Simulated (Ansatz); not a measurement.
A structure relaxed at PBE0-D4/def2-SVP in Ansatz, charge 1, doublet:

```xyz
6

Se    0.7837   -1.4471   -2.0976
Se    0.9411   -1.0906    0.3568
Se   -1.5133    1.0881    1.8772
Se   -1.2498   -1.1160    0.8949
Se    0.4411    2.0114    1.9396
Se    0.5972    0.5541   -2.9709
```

Problem. Give its formula.

Solution. the cluster Se6⁺.

Problem. Summarise the bond lengths by kind (pairs closer than 1.2 times the sum of covalent radii, bridged metal pairs left out).

Solution. 5 × Se–Se 2.16 to 2.49 Å.

The charge 1 doublet is spin-contaminated (final ⟨S²⟩ up to 1.24, 0.75 for a pure state). Another isomer (doublet) lies 1.01 eV lower at PBE0-D4/def2-SVP; other spin states weren't run for this one.
